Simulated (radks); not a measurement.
Values are calculated unless marked as measured or tabulated.
The lead ion Pb2+, configuration [Hg]. Code: a radial shooting solver on a logarithmic mesh with Libxc functionals. Model: Dirac Kohn-Sham, PBEsol, spin-unpolarised, spherical densities, point nucleus. Some entries of the table are withheld. Estimate them.

orbital,occ.,eigenvalue (eV),<1/r> (bohr^-1),<r^2> (bohr^2)
1s1/2,2,-87968.36,101.4,0.0003572
2s1/2,2,-15734.31,25.07,0.005364
2p1/2,2,(1),25.01,0.003776
2p3/2,4,(2),19.96,0.004958
3s1/2,2,-3789.138,9.190,0.03477
3p1/2,2,-3507.710,9.098,(3)
3p3/2,4,-3019.393,7.778,(4)
3d3/2,4,-2557.197,7.679,0.02893
3d5/2,6,-2453.276,7.386,0.03065
4s1/2,2,-870.4774,3.904,0.1668
4p1/2,2,-748.7729,3.793,0.1692
4p3/2,4,-629.1420,3.335,0.2005
4d3/2,4,-431.0334,3.139,0.2084
4d5/2,6,-408.7102,3.036,0.2192
5s1/2,2,-160.6018,1.621,0.8176
4f5/2,6,-152.1653,2.696,0.2435
4f7/2,8,-147.1331,2.656,0.2503
5p1/2,2,-119.0528,1.498,0.9393
5p3/2,4,-96.6239,1.329,1.139
5d3/2,4,-39.4384,1.038,1.861
5d5/2,6,-36.8188,0.9985,2.000
6s1/2,2,-27.5118,0.5917,5.280

Answer. 
(1) 2p1/2 eigenvalue (eV): -15110.08
(2) 2p3/2 eigenvalue (eV): -12921.29
(3) 3p1/2 <r^2> (bohr^2): 0.03160
(4) 3p3/2 <r^2> (bohr^2): 0.03794
